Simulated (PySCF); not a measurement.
C4H10BN, SMILES C=C(C)B(C)N.

Coordinates come from a TPSSh-D3(BJ)/def2-SVP optimisation. The structure was generated by enumeration, and PubChem lists no compound with its InChIKey, so it may never have been made. The values are those of a single conformer.

Method: ωB97X/def2-TZVP in PySCF.

| Quantity | Value |
|---|---|
| total energy | -238.11393 hartree |
| highest occupied level | -9.37 eV |
| lowest empty level | 1.95 eV |
| orbital gap | 11.32 eV |
| dipole moment | 1.15 D |
| quadrupole, principal values (traceless, Buckingham form, about the centre of nuclear charge) | -4.82, -1.46, 6.28 D·Å |
| mean static polarisability | 70.9 bohr³ (10.50 Å³) |
| polarisability, principal values | 54.8, 74.7, 83.1 bohr³ |
